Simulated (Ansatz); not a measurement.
The cluster B7H13. The state is a singlet with charge 0. Geometry B3LYP-D4/def2-SVP; atoms count from 1.

```xyz
20

B    -1.8411    0.5743   -0.8665
B    -0.6341   -0.8902   -0.8138
B     0.0717   -1.0704    0.8131
B     1.1383   -0.5520   -0.5126
B     1.5045    0.0636    1.0183
B     1.7126    1.2711   -0.1457
B    -1.5777   -0.3808    0.5454
H     2.8299    1.7107   -0.0623
H    -2.9974    0.4705   -1.1785
H    -2.4893   -0.9871    1.0272
H     0.0988   -2.1023    1.4177
H     2.3710   -0.2441    1.7822
H    -0.8713   -1.8266   -1.5211
H     1.8765   -1.3633   -0.9966
H     0.9394    1.8594   -0.8525
H    -1.1938    1.4579   -1.3610
H    -1.8312    0.9094    0.4750
H     1.1647    1.3301    1.1280
H     0.2547   -0.0872   -1.3883
H    -0.5261   -0.1430    1.4922
```

Another isomer (singlet) lies 0.75 eV lower at PBE0-D4/def2-TZVP; other spin states weren't run for this one.

(1) Estimate the Mulliken populations from the PBE0/def2-TZVP orbitals of Ansatz.

(2) And the Mayer bond orders between bonded heavy atoms (over 0.3)?

Results:

(1) 
```json
{"atom": "B1", "charge (e)": "-0.27"}
{"atom": "B2", "charge (e)": "-0.03"}
{"atom": "B3", "charge (e)": "-0.02"}
{"atom": "B4", "charge (e)": "-0.07"}
{"atom": "B5", "charge (e)": "-0.17"}
{"atom": "B6", "charge (e)": "-0.25"}
{"atom": "B7", "charge (e)": "-0.23"}
{"atom": "H8", "charge (e)": "0.04"}
{"atom": "H9", "charge (e)": "0.03"}
{"atom": "H10", "charge (e)": "0.03"}
{"atom": "H11", "charge (e)": "0.03"}
{"atom": "H12", "charge (e)": "0.04"}
{"atom": "H13", "charge (e)": "0.03"}
{"atom": "H14", "charge (e)": "0.03"}
{"atom": "H15", "charge (e)": "0.05"}
{"atom": "H16", "charge (e)": "0.05"}
{"atom": "H17", "charge (e)": "0.19"}
{"atom": "H18", "charge (e)": "0.16"}
{"atom": "H19", "charge (e)": "0.18"}
{"atom": "H20", "charge (e)": "0.19"}
```
Mulliken values and Mayer orders depend strongly on the basis.

(2) B1–B2 0.49 (1.90 Å); B1–B7 0.70 (1.72 Å); B2–B3 0.55 (1.78 Å); B2–B4 0.54 (1.83 Å); B2–B7 0.50 (1.73 Å); B3–B4 0.52 (1.78 Å); B3–B5 0.55 (1.84 Å); B3–B7 0.55 (1.81 Å); B4–B5 0.64 (1.69 Å); B4–B6 0.46 (1.95 Å); B5–B6 0.79 (1.69 Å).
